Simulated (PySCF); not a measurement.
Coordinates in bohr (charge 0 multiplicity 2):
```
Ir   -0.3537    0.0000    0.0000
O    -3.5580    0.0000    0.0000
Cl    1.7806    3.6128    0.0000
Cl    1.7806   -3.6128    0.0000
```

Computed with PySCF, UPBE, basis Ir def2-SVP with ECP60, O def2-SVP, Cl def2-SVP (scalar-relativistic core potentials, no spin–orbit coupling, density fitting).

This geometry of IrOCl₂ is a stationary point at this level.

**Question.** What is the point group?

**Answer.** C2v.

**Question.** Is it a minimum?

**Answer.** Yes: all harmonic wavenumbers are real.

**Question.** List the harmonic modes with their infrared intensities.

**Answer.** 
| symmetry | ω (cm⁻¹) | IR (km/mol) |
| --- | --- | --- |
| a1 | 103 | 0.0 |
| b1 | 134 | 0.3 |
| b2 | 179 | 0.8 |
| a1 | 393 | 8.6 |
| b2 | 407 | 39.9 |
| a1 | 971 | 63.1 |

**Question.** Give the ideal-gas entropy at 298.15 K and 1 bar by parts.

**Answer.** translation 179.1, rotation 110.6, vibration 44.6, spin 5.8; total 340.0 J/(mol K).

**Question.** What is the atomisation energy, with and without zero-point energy?

**Answer.** 1281 kJ/mol without, 1268 kJ/mol with.

In C2v the vibrations span 3a1 + b1 + 2b2. Here b1 is antisymmetric to the molecular plane and b2 lies in it.

Other isomers or separated fragments may lie lower. Open d and f shells are described by one determinant, and the ground state may have another occupation or spin. No spin–orbit coupling is included, which matters more the heavier the element.
